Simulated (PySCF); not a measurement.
**Orbital energies and ionisation energy**

Compound: C₇H₁₃FSi.
Cartesian coordinates in Å at the PBE0-D3(BJ)/def2-SVP level; atoms count from 1:
```
atom  x, y, z in Å
C1     3.318    0.270    0.161
C2     2.120    0.370   -0.420
C3     0.830   -0.135    0.137
C4     0.027   -0.956   -0.883
C5    -1.309   -1.475   -0.369
F6    -1.074   -2.240    0.766
C7    -2.340   -0.411   -0.022
C8    -1.921    0.498    1.137
Si9   -0.244    1.290    0.792
H10    4.211    0.696   -0.302
H11    3.446   -0.238    1.123
H12    2.047    0.888   -1.387
H13    1.034   -0.779    1.010
H14    0.631   -1.820   -1.208
H15   -0.167   -0.357   -1.791
H16   -1.738   -2.152   -1.128
H17   -3.287   -0.921    0.219
H18   -2.532    0.181   -0.934
H19   -1.828   -0.106    2.055
H20   -2.692    1.259    1.334
H21   -0.373    2.337   -0.274
H22    0.364    1.911    2.007
```

Level: CAM-B3LYP/def2-SVPD (PySCF). Frontier orbitals with their largest atomic shares (Löwdin; up to four atoms above 4 %):

```csv
orbital,ε (eV),main atoms
HOMO−3,-10.45,"Si9 23 %, H21 18 %, H22 10 %, C3 8 %"
HOMO−2,-10.27,"Si9 15 %, C3 12 %, C8 10 %, C2 10 %"
HOMO−1,-9.70,"C8 22 %, Si9 14 %, C7 11 %, C2 8 %"
HOMO,-8.30,?
LUMO,1.11,"Si9 14 %, C7 8 %, C1 8 %, C2 8 %"
LUMO+1,1.29,"C1 25 %, C2 22 %, Si9 6 %, C3 5 %"
LUMO+2,1.61,"Si9 18 %, H20 8 %, C8 8 %, C2 8 %"
```

Problem. What vertical ionisation energy does ΔSCF give, and how far is −ε(HOMO) from it?

Solution. ΔSCF: 8.95 eV (864 kJ/mol; threshold wavelength 139 nm); ⟨S²⟩ of the doublet left behind is 0.763, against 0.75 for a pure doublet. −ε(HOMO) is 8.30 eV, 0.65 eV below it. For the exact functional −ε(HOMO) would equal the first vertical ionisation energy; CAM-B3LYP (range-separated hybrid) falls short of its own ΔSCF value by 7 %. Holes in the HOMO−1 and HOMO−2 were tried too where these lie within 1.2 eV of the HOMO; the lowest converged state counts.

Problem. On which atoms does the HOMO lie?

Solution. C1 (terminal =CH2 carbon) 30 %, C2 (alkene CH carbon) 24 %, C3 (sp3 carbon bound to silicon) 15 %, Si9 (SiH2 silicon) 9 %, so no atom holds as much as 40 %. The HOMO−1 lies 1.40 eV lower.

Problem. What kinetic energy would electrons from this vertical process carry with He I light (21.218 eV)?

Solution. 21.22 − 8.95 = 12.27 eV.

Problem. How many of the 10 lowest singlet excitations (vertical TDDFT, same level) lie below the ionisation energy?

Solution. All 10; they run from 6.70 to 8.34 eV.

Problem. What total energies stand behind the ΔSCF value?

Solution. E(N) = -663.36952 Eh and E(N − 1) = -663.04055 Eh at the same geometry, 0.32897 Eh apart.

Problem. Shift the occupied levels rigidly so that −ε(HOMO) equals the ΔSCF value. What binding energies result?

Solution. The shift is +0.65 eV: HOMO 8.95, HOMO−1 10.35, HOMO−2 10.92, HOMO−3 11.10 eV. A rigid shift is only a rough guide to the deeper ionisations.

Geometry: PBE0-D3(BJ)/def2-SVP, one conformer, isolated molecule.
